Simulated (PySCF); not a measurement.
## Pb(64+): ionisation energy

Pb(64+) [Ar] → Pb(65+) [Ne] 3s2 3p5 [3p1/2^2 3p3/2^3, M_J = 3/2], as a difference of total energies. All numbers are calculated (PySCF 2.14, the two-component X2C-1e Hamiltonian, in an even-tempered Gaussian basis (17 s from 21 bohr⁻², ratio 2.4; 15 p from 28 bohr⁻², ratio 2.4; 4 d from 100 bohr⁻², ratio 2.6; 4 f from 150 bohr⁻², ratio 2.6)). Correlated levels: 1s2 frozen; the 50 highest virtual spinors dropped. "Screened" scales the spin-orbit matrix elements by Boettger's factors to mimic the two-electron term; Breit and QED terms are absent.

```json
{"method": "GHF (spin-free)", "ionisation energy (eV)": "7531.4"}
{"method": "GMP2 (spin-free)", "ionisation energy (eV)": "7532.5"}
{"method": "GHF (screened spin-orbit)", "ionisation energy (eV)": "7367.7"}
{"method": "GMP2 (screened spin-orbit)", "ionisation energy (eV)": "7368.8"}
```

Breit and QED terms and the two-electron picture change are absent.

The spin-free rows lack the spin-orbit shift.

For comparison: 7362 ± 24 eV (theoretical estimate listed by NIST; NIST Atomic Spectra Database, ionization energies).
